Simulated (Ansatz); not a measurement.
Species: C$_{2}$H$_{3}$BCl, net charge 0, doublet state. It need not be the lowest isomer of its formula. 
Geometry from a B3LYP-D3(BJ)/def2-TZVP (Ansatz, a first-principles code) optimisation:
```
C
C 1 1.3386
H 2 1.0838 1 121.00
H 2 1.0846 3 116.68 1 180.00
H 1 1.0899 2 118.49 3 180.00
B 1 1.5267 5 120.06 2 -180.00
Cl 6 1.7339 1 126.02 5 0.00
```
Charge 0, spin multiplicity 2.

Basis-set convergence of Hartree-Fock and CCSD correlation energies (hartree) with Ansatz. Cores are frozen in the correlated levels unless marked. Open shells are spin-unrestricted. Spin-orbit coupling is left out. Non-relativistic.

| basis | functions | E(HF) | E(corr, CCSD) |
|---|---|---|---|
| aug-cc-pV(D+d)Z | 128 | -561.65162 | -0.52105 |
| aug-cc-pV(T+d)Z | 262 | -561.68764 | -0.62534 |
| aug-cc-pV(Q+d)Z | 467 | -561.69658 | -0.65811 |

Extrapolating the two largest sets (X = 3 and 4) as X^-3: E(corr) = (64·(-0.65811) - 27·(-0.62534))/37 = -0.6820 Eh, an estimate of the basis-set limit. The largest set recovers 96.5 % of it, the smallest 76.4 %.
